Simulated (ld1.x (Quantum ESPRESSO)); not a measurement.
Scattering properties, PAW potential for praseodymium

ld1.x (Quantum ESPRESSO) 7.5 input, shortened:

```
&input
   title='Pr', zed=59., rel=2, dft='PBE', iswitch=3,
   config='[Xe] 4f3 5d0 6s1 6p1', rel_dist='average'
 /
 &inputp
   pseudotype=3, lpaw=.true., tm=.true., lloc=-1, rcloc=2.55,
   nlcc=.false.,
   which_augfun='BESSEL', rmatch_augfun=1.30
 /
8
5S  1  0   2.00   0.00  1.90  2.10  0.0
6S  2  0   1.00   0.00  1.90  2.10  0.0
5P  2  1   6.00   0.00  2.85  3.05  0.0
6P  3  1   1.00   0.00  2.85  3.05  0.0
5D  3  2   0.00   0.00  2.15  2.90  0.0
5D  3  2   0.00   0.20  2.15  2.90  0.0
4F  4  3   3.00   0.00  1.20  1.50  0.0
4F  4  3   0.00   0.85  1.20  1.50  0.0
 &test
   configts(1)='4f3 5s2 5p6 5d0 6s1 6p1'
 /
```

Open shells are filled in proportion to 2j + 1 (rel_dist='average').

The phase is arctan(r·u′/u) with u = r·R(r), unwrapped; energies in Ry, scanned from -5 to 5 Ry. A pole is an energy at which the radial function vanishes at the test radius. The pseudo phase is shifted by a multiple of π to meet the all-electron one at the reference energy, and phase errors are pseudo minus all-electron; the curves can meet again beyond the range given. Levels narrower than the energy grid can be missing from the lists of poles.

```tsv
channel	radius (bohr)	reference energy (Ry)	poles, all-electron	poles, pseudo	unbroken range about the reference energy with phases within 0.05 rad	phase error 1 Ry above the reference energy (rad)
s	3.29	-0.30	-2.91, 1.87	-2.91, 1.71, 4.75	below 2.3	-0.007
p1/2	3.29	-0.14	-1.71, 2.75	-1.70, -1.24, 2.12	-1.0 to 0.3	-0.208
p3/2	3.29	-0.13	-1.47, 3.01	-1.95, -1.48, 2.58	-1.7 to 0.5	-0.165
d3/2	3.29	-0.22	0.37, 4.79	0.37, 2.41	below 1.5	-0.001
d5/2	3.29	-0.21	0.41, 4.86	0.41, 2.68	below 1.6	-0.001
f5/2	3.29	-0.19	-0.14, 2.72	-0.14, 2.73	below 4.3	+0.000
f7/2	3.29	-0.16	-0.12, 2.73	-0.12, 2.75	below 4.3	+0.000
```

The ghost test of this file was not conclusive.

Phases in the d3/2 channel:

```
E (Ry)  all-electron  pseudo
 -5.00         1.431   1.431
 -4.48         1.423   1.423
 -3.96         1.413   1.413
 -3.44         1.400   1.400
 -2.92         1.384   1.383
 -2.40         1.361   1.361
 -1.88         1.327   1.326
 -1.36         1.265   1.265
 -0.84         1.107   1.107
 -0.32        -0.163  -0.163
  0.20        -1.489  -1.489
  0.72        -1.682  -1.683
  1.24        -1.821  -1.831
  1.76        -2.082  -2.303
  2.28        -3.218  -4.579
  2.80        -4.291  -5.003
  3.32        -4.526  -6.097
  3.84        -4.622  -7.369
  4.36        -4.677  -7.614
  4.88        -4.719  -7.708
```
